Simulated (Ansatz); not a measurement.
Level of theory: PBE-D3(BJ)/def2-SVP (Ansatz, a first-principles code). No frequencies were computed at this level.

Ansatz 0.2 input:
```yaml
crystal:
  periodic: [false, false, false]
  atoms:
    - { symbol: Ta, position_ang: [-0.024281, 0.072918, -0.030878] }
    - { symbol: F, position_ang: [0.850443, -0.369354, -1.55059] }
    - { symbol: F, position_ang: [-1.04562, 0.461782, 1.410098] }
    - { symbol: F, position_ang: [0.981864, -1.13708, 0.954392] }
    - { symbol: F, position_ang: [0.534401, 1.837621, -0.174182] }
    - { symbol: N, position_ang: [-1.677627, -0.515923, -0.925175] }
    - { symbol: H, position_ang: [-1.754653, -0.874845, -1.872812] }
    - { symbol: H, position_ang: [-2.612366, -0.518543, -0.527167] }
basis:
  gaussian: { orbitals: def2-svp }
hamiltonian:
  xc: pbe
  dispersion: d3bj
relax:
  max_steps: 150
```

Output:

```
Functional definition: PBE
1184 factors; their error is unknown
mean field evaluation 1: about -13915.3934 eV, gradient 8.9e1 eV
mean field evaluation 2: about -13810.6825 eV, gradient 2.4e2 eV
mean field evaluation 4: about -13929.0082 eV, gradient 2.0e1 eV
mean field evaluation 8: about -13929.6553 eV, gradient 2.1e-1 eV
mean field evaluation 16: about -13929.5843 eV, gradient 1.3e-3 eV
mean field -13929.58433362 eV, -511.9027824493 hartree, gradient 2.9e-5 eV, S^2 0.000000; 0 other end points of the search recorded, 0 dependent functions left out
reference -13929.58439828 eV, -511.9027848254 hartree; 29, 29 occupied and 83, 83 virtual orbitals, 1184 factors
relax step   1: F+E_penalty+E_count = -13929.72390510 eV  Δ(F+E_penalty+E_count) = +0.000e0 eV  max|allowed force component| = 3.126e0 eV/Å  Δτ_max = 0.0000 Å  (30 SCF iters, accepted)
these checks for a lower state are left out or cut short: starts, cluster_reference, orbital_swaps, neighbouring_geometries, increment
1184 factors; their error is unknown
mean field -13929.95129496 eV, -511.9162680295 hartree, gradient 1.1e-5 eV, S^2 0.000000; 0 other end points of the search recorded, 0 dependent functions left out
reference -13929.95136015 eV, -511.9162704253 hartree; 29, 29 occupied and 83, 83 virtual orbitals, 1184 factors
relax step   2: F+E_penalty+E_count = -13930.08920957 eV  Δ(F+E_penalty+E_count) = -3.653e-1 eV  max|allowed force component| = 2.105e-1 eV/Å  Δτ_max = 0.0856 Å  (36 SCF iters, accepted)
these checks for a lower state are left out or cut short: starts, cluster_reference, orbital_swaps, neighbouring_geometries, increment
1184 factors; their error is unknown
mean field evaluation 32: about -13929.9609 eV, gradient 1.4e-4 eV
mean field -13929.96089243 eV, -511.9166207303 hartree, gradient 9.7e-6 eV, S^2 0.000000; 0 other end points of the search recorded, 0 dependent functions left out
reference -13929.96095763 eV, -511.9166231261 hartree; 29, 29 occupied and 83, 83 virtual orbitals, 1184 factors
relax step   3: F+E_penalty+E_count = -13930.09912126 eV  Δ(F+E_penalty+E_count) = -9.912e-3 eV  max|allowed force component| = 1.534e-1 eV/Å  Δτ_max = 0.0254 Å  (32 SCF iters, accepted)
these checks for a lower state are left out or cut short: starts, cluster_reference, orbital_swaps, neighbouring_geometries, increment
1184 factors; their error is unknown
mean field -13929.96091384 eV, -511.9166215171 hartree, gradient 1.1e-5 eV, S^2 0.000000; 0 other end points of the search recorded, 0 dependent functions left out
reference -13929.96097902 eV, -511.9166239124 hartree; 29, 29 occupied and 83, 83 virtual orbitals, 1184 factors
relax step   4: F+E_penalty+E_count = -13930.09929566 eV  Δ(F+E_penalty+E_count) = -1.744e-4 eV  max|allowed force component| = 3.240e-1 eV/Å  Δτ_max = 0.0163 Å  (30 SCF iters, accepted)
these checks for a lower state are left out or cut short: starts, cluster_reference, orbital_swaps, neighbouring_geometries, increment
1184 factors; their error is unknown
mean field -13929.96256662 eV, -511.9166822555 hartree, gradient 1.1e-5 eV, S^2 0.000000; 0 other end points of the search recorded, 0 dependent functions left out
reference -13929.96263178 eV, -511.9166846502 hartree; 29, 29 occupied and 83, 83 virtual orbitals, 1184 factors
relax step   5: F+E_penalty+E_count = -13930.10098061 eV  Δ(F+E_penalty+E_count) = -1.685e-3 eV  max|allowed force component| = 1.384e-2 eV/Å  Δτ_max = 0.0053 Å  (31 SCF iters, accepted)
these checks for a lower state are left out or cut short: starts, cluster_reference, orbital_swaps, neighbouring_geometries, increment
1184 factors; their error is unknown
mean field -13929.96259236 eV, -511.9166832016 hartree, gradient 1.2e-5 eV, S^2 0.000000; 0 other end points of the search recorded, 0 dependent functions left out
reference -13929.96265753 eV, -511.9166855965 hartree; 29, 29 occupied and 83, 83 virtual orbitals, 1184 factors
relax step   6: F+E_penalty+E_count = -13930.10099708 eV  Δ(F+E_penalty+E_count) = -1.647e-5 eV  max|allowed force component| = 1.556e-3 eV/Å  Δτ_max = 0.0014 Å  (34 SCF iters, accepted)
1184 factors; their error is unknown
mean field evaluation 64: about -13930.0282 eV, gradient 1.6e0 eV
mean field -13929.96259236 eV, -511.9166832016 hartree, gradient 1.3e-5 eV, S^2 0.000000; 1 other end points of the search recorded, 0 dependent functions left out
reference -13929.96265753 eV, -511.9166855965 hartree; 29, 29 occupied and 83, 83 virtual orbitals, 1184 factors
Total energy: -13930.10106225 eV, -511.9217718761 hartree
Atom 0 at    -0.015252     0.075357    -0.026834 Å, force     0.000730     0.000185     0.000421 eV/Å
Atom 1 at     0.874994    -0.397785    -1.638685 Å, force     0.001306     0.001132    -0.000271 eV/Å
Atom 2 at    -1.116671     0.473279     1.470832 Å, force     0.000914    -0.000283     0.001474 eV/Å
Atom 3 at     0.964473    -1.203354     0.958549 Å, force    -0.001556    -0.000370     0.000177 eV/Å
Atom 4 at     0.495433     1.884487    -0.206212 Å, force    -0.000669    -0.000373    -0.001374 eV/Å
Atom 5 at    -1.665210    -0.511816    -0.919136 Å, force     0.000745     0.000217     0.000355 eV/Å
Atom 6 at    -1.695566    -0.876990    -1.875957 Å, force    -0.000678    -0.000607    -0.000269 eV/Å
Atom 7 at    -2.590039    -0.486602    -0.478870 Å, force    -0.000791     0.000097    -0.000514 eV/Å
Dipole moment:    -0.450574    -0.160335    -0.243675 e Å
```

Cost: roughly 26 core-seconds.
